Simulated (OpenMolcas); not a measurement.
# Os VI: from CASSCF to CASPT2

| Quantity | Value |
| --- | --- |
| Program | OpenMolcas 26.06 |
| Basis | ANO-RCC-VTZP [8s7p5d3f2g1h] |
| Scalar Hamiltonian | DKH2, point nucleus |
| Active space | 3 electrons in 5 orbitals (5d) |
| State averaging | 2S+1 = 4 even, 10 roots; 2S+1 = 2 even, 40 roots kept (CI in the orbitals of an earlier block) |
| Spin-orbit coupling | RASSI with atomic mean-field integrals over the reference wave functions, term energies averaged over their components |

Methods on the same reference wave functions:
A. CASSCF
B. SS-CASPT2, IPEA 0.25 Eh, imaginary shift 0.1 Eh (closed shells correlated: 5s 5p)
C. MS-CASPT2, IPEA 0.25 Eh, imaginary shift 0.1 Eh (closed shells correlated: 5s 5p)

Energies in cm-1 above 5d3 4F 3/2, the measured ground level; measured values from the list in Brasseur, Palmeri and Quinet, Atoms 13, 11 (2025).

```csv
Level,A,B,C,Measured
5d3 4F 3/2,0.0,0.0,0.0,0.0
5d3 4F 5/2,6133,6510,6550,6397
5d3 4F 7/2,11431,11640,11680,11444
5d3 4F 9/2 [56 %],15256,14900,14980,14678
5d3 4P 1/2 [67 %],19345,17730,17360,16772
5d3 2G 7/2,24890,23400,23450,22920
5d3 2H 9/2 [56 %],25668,24470,24720,24028
5d3 4P 5/2,27080,25500,25520,24828
5d3 2P 1/2 [67 %],32659,30600,29690,28860
5d3 2H 11/2,34711,32720,33140,32156
5d3 2D 5/2(1),38168,35350,35470,34418
5d3 2G 9/2 [57 %],39289,37700,37870,37019
5d3 2P 3/2 [56 %],44317,41910,41130,40203
5d3 2F 5/2,45334,40960,41020,39601
5d3 2F 7/2,45873,41740,41790,40447
5d3 2D 3/2(2),68024,62190,62300,
5d3 2D 5/2(2),68500,62980,62950,61005
```

Deviations, from unrounded energies. A percentage is the sum of absolute deviations over the sum of measured energies, with the sign that they share, or ± where signs differ.

| Against measurement | Levels | A | B | C |
| --- | --- | --- | --- | --- |
| mean absolute deviation (cm-1) | 15 | 3000 | 890 | 840 |
| fine structure of the ground term (%) | 3 | ±2.6 | +1.6 | +2.1 |
| other terms of the ground configuration (%) | 12 | +10.8 | +3.2 | +2.9 |

C lies closest to measurement on these levels and A furthest from it. The largest miss of C in the table is 5d3 2D 5/2(2), by +1900 cm-1. The ranking rests on the paired levels alone, and a cruder setting can come out closer through cancelling errors.

Between B and C the level of the table that moves most is 5d3 2P 1/2 [67 %], by 910 cm-1 (lowest in C, highest in B). Moves below CASPT2's spread within the term are not significant.

The mean deviations of B to C differ by less than CASPT2's widest spread within a term (780 cm-1), so their order carries little weight.

From A to B the spin-free energies of the other terms of 5d3 shown, above 4F, scale by factors of 0.84 to 0.88, as is usual when dynamic correlation screens the repulsion within a d or f shell.

The lowest spin-free term lies below A's lowest term by 0.244 hartree in B, 0.244 hartree in C.

CASPT2 breaks the degeneracy within a term, and the mean is taken; among the terms shown or strongly mixed into the levels shown the widest spread is 780 cm-1 (5d3 2H, B). Terms from blocks run as CI alone lack orbitals of their own. Without dynamic correlation excited terms often stand tens of per cent too high (terms of higher spin than the ground term too low), and those without a measured partner can miss by more than the paired ones (holds for A). The CASPT2 spread within a term exceeds the gap to the next term for 5d3 2P and 5d3 2H, so the order of their levels is uncertain (holds for B). Measured partners are found by configuration, term and J. A level has none where our copy of the source lacks it or the pairing is in doubt (some pairs that miss far off the trend of their configuration count as doubtful), and it then counts in no deviation. Only configurations of the active space appear. The table leaves out levels that lie high or whose names do not pair safely across all columns.

A share in square brackets marks a mixed level and gives the weight of the term that names it, the lowest over the columns. A number in round brackets counts repeated terms of one configuration in the order of the reference energies.
